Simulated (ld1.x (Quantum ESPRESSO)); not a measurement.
Te (Z = 52): one change to a TM potential, before and after

- Element: tellurium (Te)
- Generator: ld1.x (Quantum ESPRESSO) 7.5
- Type: norm-conserving Troullier–Martins (Kleinman–Bylander form)
- Functional: LDA (PZ)
- Relativity: scalar-relativistic
- Frozen core: [Kr]
- Valence charge: 16
- Reference configuration: 4d10 5s2 5p2 (charge +2)
- Partial waves: 5p (bound): rc 1.75 bohr; 4d (bound): rc 1.10 bohr; 4f channel at 0.3 Ry: rc 1.45 bohr; 5s (bound): rc 1.70 bohr
- Local potential: the s channel
- Core correction: none

All-electron outer shells of the reference configuration (LDA (PZ), scalar-relativistic, ld1.x):

```json
{"shell": "4p", "level (eV)": "-133.67", "outermost node (bohr)": "0.38", "outermost maximum (bohr)": "0.74"}
{"shell": "4d", "level (eV)": "-61.08", "outermost node (bohr)": "0.36", "outermost maximum (bohr)": "0.81"}
{"shell": "5s", "level (eV)": "-33.07", "outermost node (bohr)": "0.91", "outermost maximum (bohr)": "1.75"}
{"shell": "5p", "level (eV)": "-22.59", "outermost node (bohr)": "0.99", "outermost maximum (bohr)": "2.04"}
```

Change: core correction a·sin(br)/r model core inside 0.52 bohr.

Cutoffs: the cutoffs (Ry, on a coarse ladder) from which the occupation-weighted sum of valence levels, in a spherical-Bessel basis at the reference potential, stays within 10 and 1 mRy of its value at 400 Ry; they do not see the model core or the augmentation charge, which bear on the density cutoff. Errors are all-electron minus pseudo energies relative to the spin-unpolarised reference configuration.

Predict the effect on cutoff, ghosts and configuration errors.

The potential gets neither clearly harder nor softer (120 Ry and 200 Ry → 120 Ry and 200 Ry); of the 9 tests that both files solve, the error grows in 2 and shrinks in 4 by more than 15 % and 0.3 meV (median size 14.3 → 8.2 meV); neither file shows a bound ghost. A model core, the more so a compact one, raises the density cutoff, which this test does not measure.

| quantity | base | changed |
| --- | --- | --- |
| cutoff, loose | 120 Ry | 120 Ry |
| cutoff, tight | 200 Ry | 200 Ry |
| bound ghosts | none | none |
| error for 4d10 5s2 5p4, meV [ΔE -28.09 eV] | +22 | +19 |
| error for 4d10 5s2 5p3, meV [ΔE -18.17 eV] | +9.5 | +8.2 |
| error for 4d10 5s2 5p1, meV [ΔE 27.23 eV] | -0.7 | -3.7 |
| error for 4d10 5s1 5p4, meV [ΔE -8.24 eV] | +5.2 | +4.2 |
| error for 4d10 5s1 5p5, meV [ΔE -18.74 eV] | +14 | +12 |
| error for 4d10 5s2 5p0, meV [ΔE 64.14 eV] | +11 | -6.4 |
| error for 4d9 5s2 5p5, meV [ΔE 10.06 eV] | -475 | -549 |
| error for 4d10 5s2 5p2 (spin-polarised), meV [ΔE -0.68 eV] | +16 | +3.3 |
| error for 4d10 5s2 5p4 (spin-polarised), meV [ΔE -28.57 eV] | +32 | +22 |
| s: phases at 1.90 bohr within 0.05 rad from the reference energy up to (Ry; the scan ends near 5) | 2.9 | 2.9 |
| p: phases at 1.90 bohr within 0.05 rad from the reference energy up to (Ry; the scan ends near 5) | to the end of the scan | to the end of the scan |
| d: phases at 1.90 bohr within 0.05 rad from the reference energy up to (Ry; the scan ends near 5) | -1.5 | -1.5 |
| f: phases at 1.90 bohr within 0.05 rad from the reference energy up to (Ry; the scan ends near 5) | 2.6 | 2.6 |
